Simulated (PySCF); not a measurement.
BClHI. Atoms are numbered in the order given.

```xyz
4

B     -0.7916     1.0419     0.0000
Cl     0.2054     2.4617     0.0000
H     -1.9678     1.1473     0.0000
I      0.0459    -0.9095     0.0000
```
Charge 0, spin multiplicity 1.

Geometry optimised at B3LYP-D3(BJ)/def2-TZVP. The def2 effective core potentials stand for the cores of I; spin–orbit coupling is left out.

These are B3LYP/def2-TZVPD (PySCF) values and carry that method's errors.

Mulliken values depend strongly on the basis, most of all with diffuse functions as here. ESP charges are fitted to the potential on shells at 1.4 to 2.0 van der Waals radii. Atomic charges (e):

```csv
atom,Mulliken,ESP fit
B1,0.22,0.06
Cl2,-0.17,-0.04
H3,-0.01,0.02
I4,-0.04,-0.04
```
